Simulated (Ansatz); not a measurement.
Calculated with Ansatz (gas phase, PBE0-D4/def2-TZVP geometries, no zero-point term in ΔE). CCSD(T)/CBS adds triple-zeta CCSD(T) − MP2 to the extrapolated MP2 energy (def2 sets, frozen cores). Functionals use def2-TZVPP. Elements past krypton have def2 core potentials. For In, Se, Y outer-core shells are correlated without core-valence functions, which leaves a few kJ/mol of doubt a bond. Scalar relativity is left out up to krypton. One conformer a species, not always the lowest.

`[CH3][In]([CH3])[SeH]` + `C[O][Y]([CH3])[OH]` → `C[O][Y]([CH3])[O]C` + `[CH3][InH][SeH]`  (substitution at a C–In bond)

```csv
level,ΔE (kJ/mol)
ωB97X-V,72.1
B2PLYP,76.3
r2SCAN,74.3
SCS-MP2/def2-QZVPP,85.3
```

Problem. What does CCSD(T)/CBS give? (An estimate is asked.)

Solution. Computed: +85.4 kJ/mol. The listed levels differ from it by -13.3, -9.1, -11.1, -0.1 kJ/mol.

Largest T1 diagnostic among the species: 0.014.

In def2-TZVPP, CCSD(T) changes the Hartree–Fock value by +19.1 kJ/mol (the triples alone add +1.6 kJ/mol) and MP2 by +30.3 kJ/mol.

CCSD(T)/CBS has its own doubt, a few kJ/mol and more with outer-core shells, so smaller differences from it don't rank the levels.
